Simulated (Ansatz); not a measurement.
One change: `C[N]=[Mo](=[O])([OH])[N](C)C` becomes `C[N]=[Mo](=[O])([OH])[F]`.

Ansatz, PBE0-D4/def2-TZVP geometries, multiplicity 1. Each molecule was computed in one conformer, which needn't be the lowest.

Elements past krypton have def2 core potentials.

| property | `C[N]=[Mo](=[O])([OH])[N](C)C` |
| --- | --- |
| HOMO energy (B3LYP/def2-TZVPP) / eV | -6.56 |
| HOMO–LUMO gap (ωB97M-V/def2-TZVPP) / eV | 9.85 |
| HOMO energy (PBE/def2-TZVPP) / eV | -5.49 |
| HOMO energy (ωB97M-V/def2-TZVPP) / eV | -8.96 |
| size of the dipole moment (ωB97M-V/def2-TZVPP) / D | 2.08 |
| size of the dipole moment (B3LYP/def2-TZVPP) / D | 2.18 |

Problem. What does the change do to each property? (Best estimate.)

Solution. The calculation gave: 
```json
{"property": "HOMO energy (B3LYP/def2-TZVPP) / eV", "`C[N]=[Mo](=[O])([OH])[F]`": "-7.77", "shift": "-1.21"}
{"property": "HOMO–LUMO gap (ωB97M-V/def2-TZVPP) / eV", "`C[N]=[Mo](=[O])([OH])[F]`": "10.57", "shift": "0.72"}
{"property": "HOMO energy (PBE/def2-TZVPP) / eV", "`C[N]=[Mo](=[O])([OH])[F]`": "-6.57", "shift": "-1.08"}
{"property": "HOMO energy (ωB97M-V/def2-TZVPP) / eV", "`C[N]=[Mo](=[O])([OH])[F]`": "-10.24", "shift": "-1.28"}
{"property": "size of the dipole moment (ωB97M-V/def2-TZVPP) / D", "`C[N]=[Mo](=[O])([OH])[F]`": "3.77", "shift": "1.69"}
{"property": "size of the dipole moment (B3LYP/def2-TZVPP) / D", "`C[N]=[Mo](=[O])([OH])[F]`": "3.81", "shift": "1.63"}
```

With PBE0 the HOMO falls by 1.23 eV and the LUMO falls by 0.70 eV, so the gap widens by about 0.53 eV. PBE moves the HOMO by -1.08 eV and ωB97M-V by -1.28 eV. Dipoles are sizes alone; their direction can turn.

B3LYP here is the variant with VWN-RPA as its local correlation; programs differ in this.
